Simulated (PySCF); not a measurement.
HIOPb, SMILES [OH][Pb][I] (connectivity only; charge and spin as stated), neutral, multiplicity 1.

Geometry optimised at B3LYP-D3(BJ)/def2-SVP. The def2 effective core potentials stand for the cores of I, Pb; spin–orbit coupling is left out. The values are those of a single conformer.

Level of theory: IEF-PCM-B3LYP/def2-SVP in PySCF 2.14.0.

The values are the electrostatic part of the solvation free energy, E(continuum) − E(gas) at the gas-phase geometry, in a cavity of scaled van der Waals radii (PySCF's table); cavitation and dispersion terms are not included. A continuum can't describe solvent molecules that bind to the metal. In vacuum the orbital gap is 3.79 eV. The dipole moment in vacuum is 5.09 D.

Problem. Estimate the values in water (ε = 78.36), chloroform (ε = 4.71), acetonitrile (ε = 35.69). (An estimate is asked for; the answer gives what the named calculation found.)

Solution. 
```
solvent           ε  ΔG(elec) (kcal/mol)  dipole (D)  gap (eV)
------------  -----  -------------------  ----------  --------
water         78.36                -12.1        7.75      4.48
chloroform     4.71                 -8.1        6.89      4.27
acetonitrile  35.69                -11.7        7.67      4.46
```
